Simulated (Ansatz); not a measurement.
`[CH3][SnH]([F])[Cl]` + HBr → `[CH3][SnH]([F])[Br]` + HCl at 500 K and 1 bar (ligand exchange at the Sn–Cl bond).

Gas-phase electronic energies from Ansatz, PBE0-D4/def2-TZVP geometries. CCSD(T)/CBS is the MP2 limit (def2-TZVPP, def2-QZVPP) plus CCSD(T) − MP2 in def2-TZVPP, frozen cores. This one scheme is used for every species. Elements past krypton have def2 core potentials. For Br, Sn outer-core shells are correlated without core-valence functions, which leaves a few kJ/mol of doubt a bond. Scalar relativity is left out up to krypton.

```
              species  CCSD(T)/CBS energy (Eh)  H − E (kJ/mol)  S (J/(mol·K))
`[CH3][SnH]([F])[Cl]`               -814.13902           163.8          413.9
                  HBr              -2573.91920            30.5          213.7
`[CH3][SnH]([F])[Br]`              -2927.68269           163.5          425.3
                  HCl               -460.38127            32.5          201.9
```

H − E and S are ideal-gas, rigid-rotor, harmonic terms from PBE0-D4/def2-TZVP, for one conformer and one mirror image of each species. 1 Eh = 2625.50 kJ/mol, R = 8.31446 J/(mol·K).

Task: By hand: ΔE, ΔH, ΔS and ΔG.

Result: ΔE = (-2927.68269) + (-460.38127) − (-814.13902) − (-2573.91920) = -0.00574 Eh = -15.1 kJ/mol. Δ(H − E) = 163.5 + 32.5 − 163.8 − 30.5 = 1.7, so ΔH = -13.4 kJ/mol. ΔS = 425.3 + 201.9 − 413.9 − 213.7 = -0.4 J/(mol·K). ΔG = -13.4 − 500 × (-0.4)/1000 = -13.2 kJ/mol.

Task: By hand: the equilibrium constant, and the temperature at which ΔG would vanish if ΔH and ΔS stayed fixed.

Result: log₁₀ K = −ΔG/(RT ln 10) = 1.4. ΔG = 0 at ΔH/ΔS = 33500 K, far beyond where these terms or the molecules hold.

The number of gas molecules stays the same, so ΔS is small and ΔH decides. A doubt of 5 kJ/mol in ΔE shifts log₁₀ K by 0.5 here. Other conformers and mirror images would add mixing entropy, several J/(mol·K) or more a flexible species. Modes under 60 cm⁻¹, often nearly free rotors, make the harmonic entropy too high. These are equilibria of isolated gas molecules and say nothing of rates. Largest T1 diagnostic: 0.012 (customary marks: 0.02 for closed shells, 0.045 for open ones).
